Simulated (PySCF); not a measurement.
## Two-component Hartree-Fock for Zr⁺ (zirconium, charge +1)

Start: [Kr] 4d2 5s1; 4d3/2 filled at m_j = +1/2, +3/2; 5s1/2 filled at m_j = -1/2. Calculated with PySCF 2.14 in x2c-TZVPPall-2c: generalised Hartree-Fock with the X2C-1e Hamiltonian and a Gaussian nucleus; one run each with spin-orbit coupling (SO) switched off, then screened by Boettger's factors.

```tsv
spinor shell	electrons	ε, spin-free (eV)	ε, screened SO (eV)	weight of nominal j (screened SO)	rms radius, screened SO (bohr)
1s1/2	2	-18104.6	-18103.7	1.000	0.0426
2s1/2	2	-2586.2	-2585.9	1.000	0.176
2p1/2	2	-2300.8	-2360.0	1.000	0.154
2p3/2	4	-2300.8	-2272.8	1.000	0.158
3s1/2	2	-460.60	-460.50	1.000	0.488
3p1/2	2	-364.91	-374.74	1.000	0.489
3p3/2	4	-364.91	-360.19	1.000	0.499
3d3/2	4	-207.72	-209.37	0.992	0.493
3d5/2	6	-207.72	-206.50	0.995	0.497
4s1/2	2	-74.701	-74.655	1.000	1.30
4p1/2	2	-47.247	-50.081	0.758	1.47
4p3/2	4	-47.247	-45.811	0.879	1.47
4d3/2	2	-15.345	-15.371	0.752	2.29
5s1/2	1	-12.447	-12.435	0.999	3.74
```

| quantity | spin-free | screened SO |
| --- | --- | --- |
| E (hartree) | -3595.81397 | -3596.16329 |
| M_J | 3/2 | 3/2 |
| ⟨J²⟩ | 6.760 | 6.397 |
| ⟨L²⟩ | 12.008 | 11.986 |
| ⟨S²⟩ | 3.752 | 3.741 |

The determinant has a definite M_J but mixes levels of different J.

Each row is a mean over spinors that exchange with the open shell spreads, by up to 2.599 eV (4p1/2).

Rows whose weight is well below 1 are mixtures of j = l ± 1/2: exchange outweighs spin-orbit coupling there, and the label is only the starting occupation.

Breit and QED terms are absent; they matter most for the inner s and p1/2 levels.

Densities and radii are taken from the X2C orbitals without a picture-change correction, which distorts them close to the nucleus.

Without spin-orbit coupling the j labels of p, d and f shells carry no meaning; the spin-free column gives the mean over the occupied spinors of each nl shell, and its ⟨J²⟩ belongs to a mixture of degenerate components.
